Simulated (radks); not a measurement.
The mean radii <r> (bohr) of the occupied orbitals of an atom or ion are listed with their occupations. Method: Dirac Kohn-Sham, PBE, spin-unpolarised, spherical densities, point nucleus; computed with a radial shooting solver on a logarithmic mesh with Libxc functionals.

| orbital | occ. | <r> |
|---|---|---|
| 1s1/2 | 2 | 0.01803 |
| 2s1/2 | 2 | 0.07559 |
| 2p1/2 | 2 | 0.06248 |
| 2p3/2 | 4 | 0.07056 |
| 3s1/2 | 2 | 0.1965 |
| 3p1/2 | 2 | 0.1865 |
| 3p3/2 | 4 | 0.2012 |
| 3d3/2 | 4 | 0.1760 |
| 3d5/2 | 6 | 0.1805 |
| 4s1/2 | 2 | 0.4212 |
| 4p1/2 | 2 | 0.4216 |
| 4p3/2 | 4 | 0.4480 |
| 4d3/2 | 4 | 0.4463 |
| 4d5/2 | 6 | 0.4540 |
| 4f5/2 | 1.28571 | 0.4376 |
| 4f7/2 | 1.71429 | 0.4409 |

Name the element and its charge. Open shells, if any, are shared by 2j + 1.

Answer. Z = 75, rhenium, charge +26: Re26+ in [Kr] 4d10 4f3. The 1s radius gives Z: for a bare nucleus <r> = (2 gamma + 1)/(2Z) with gamma = sqrt(1 - (Z/c)^2), 0.01783 bohr for Z = 75, and screening makes it slightly larger (0.01803 here). The occupations add up to 49, and the charge is Z minus that.
